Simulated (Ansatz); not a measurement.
Si(NH2)4 (SiN₄H₈), relaxed as a singlet with RKS r2SCAN-D4/def2-SVP in Ansatz, starting from the GFN2-xTB geometry. Force threshold 0.02 eV/Å.

Start:

```xyz
13

Si   -0.0109    0.0037   -0.0317
N     0.3734   -0.7367    1.4979
H     1.3034   -1.1103    1.6022
H     0.1339   -0.2295    2.3346
N     1.1577    1.2284   -0.4198
H     1.2207    2.0110    0.2108
H     1.1256    1.5783   -1.3638
N    -1.6444    0.5865   -0.0153
H    -1.9510    1.0895    0.8013
H    -2.3603   -0.0655   -0.2885
N     0.0732   -1.1020   -1.3559
H     0.9929   -1.2780   -1.7238
H    -0.4141   -1.9754   -1.2480
```

Question: Estimate the energy that the relaxation releases and the steps that it takes.

Answer: 0.30 eV, in 11 steps; 43 s on 4 threads of Intel Xeon on a shared host. No frequencies were taken in this run, so the end may be a saddle point.

Question: Does the start keep its bonding and symmetry?

Answer: By distances, no bond broke or formed. The bond that changes most is N11–H13, from 1.01 to 1.02 Å (atoms count from 1).

Question: Predict the relaxed structure.

Answer: 
Cartesian coordinates in Å:
```
Si 0.0000 0.0000 0.0000
N 0.4995 -0.3473 1.6238
H 1.4872 -0.4881 1.8117
H -0.0631 -0.9807 2.1831
N 1.1555 1.1933 -0.4974
H 1.3795 1.9522 0.1387
H 1.1324 1.5269 -1.4560
N -1.7002 0.2857 0.1868
H -2.0155 0.8737 0.9521
H -2.2624 0.4489 -0.6425
N 0.0449 -1.1318 -1.3129
H 0.9464 -1.4205 -1.6796
H -0.6042 -1.9124 -1.3078
```
Bond lengths: 4 × N–Si 1.73 Å; 8 × H–N 1.02 Å.
